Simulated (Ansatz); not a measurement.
C₃H₇AlF₂O, SMILES `CC(C)[O][Al]([F])[F]`, relaxed with RKS PBE-D4/def2-SVP in Ansatz from a rough embedded geometry. The force threshold is 0.03 eV/Å; the program also tests the step.

Total charge 0; spin multiplicity 1.

Start:

```xyz
14

C     1.227    0.817    0.198
C     0.006    0.031   -0.325
C     0.392   -0.620   -1.637
O    -0.429   -0.997    0.487
Al   -1.645   -0.432    1.795
F    -1.127    0.265    3.377
F    -3.425   -0.510    1.394
H     1.529    1.552   -0.494
H     0.890    1.318    1.209
H     2.030    0.102    0.462
H    -0.822    0.776   -0.525
H    -0.516   -1.128   -2.099
H     0.688    0.148   -2.341
H     1.201   -1.321   -1.502
```

```tsv
step	energy (eV)	largest force (eV/Å)	largest move (Å)
1	-17281.4016	2.966	0.000
2	-17282.2479	1.771	0.126
3	-17282.3905	1.297	0.195
4	-17282.5160	0.432	0.200
5	-17282.5807	0.496	0.182
6	-17282.6171	0.275	0.200
7	-17282.6458	0.082	0.155
8	-17282.6559	0.289	0.198
9	-17282.6650	0.263	0.054
10	-17282.6736	0.234	0.038
11	-17282.6959	0.068	0.140
12	-17282.7100	0.413	0.195
13 (rejected)	-17282.7016	0.499	0.087
14	-17282.7178	0.349	0.042
15	-17282.7228	0.205	0.060
16	-17282.7266	0.064	0.124
17	-17282.7282	0.153	0.081
18	-17282.7344	0.112	0.175
19	-17282.7392	0.250	0.195
20	-17282.7414	0.412	0.192
21 (rejected)	-17282.7391	0.308	0.172
22	-17282.7491	0.049	0.083
23	-17282.7525	0.041	0.100
24	-17282.7569	0.071	0.146
25	-17282.7603	0.193	0.194
26	-17282.7627	0.157	0.157
27	-17282.7671	0.098	0.107
28	-17282.7685	0.104	0.056
29	-17282.7693	0.029	0.037
```

End:

```xyz
14

C     0.982    1.149    0.251
C    -0.106    0.529   -0.625
C     0.345   -0.771   -1.290
O    -1.293    0.306    0.141
Al   -1.491   -0.693    1.504
F    -0.227   -1.574    2.151
F    -2.988   -0.799    2.218
H     1.889    1.395   -0.338
H     0.615    2.082    0.724
H     1.279    0.439    1.053
H    -0.387    1.259   -1.419
H    -0.473   -1.198   -1.904
H     1.222   -0.608   -1.949
H     0.633   -1.516   -0.516
```

Hardware: 4 threads of an Arm Neoverse V2 on a shared host. Wall time 51 s, peak host memory 0.18 GiB.
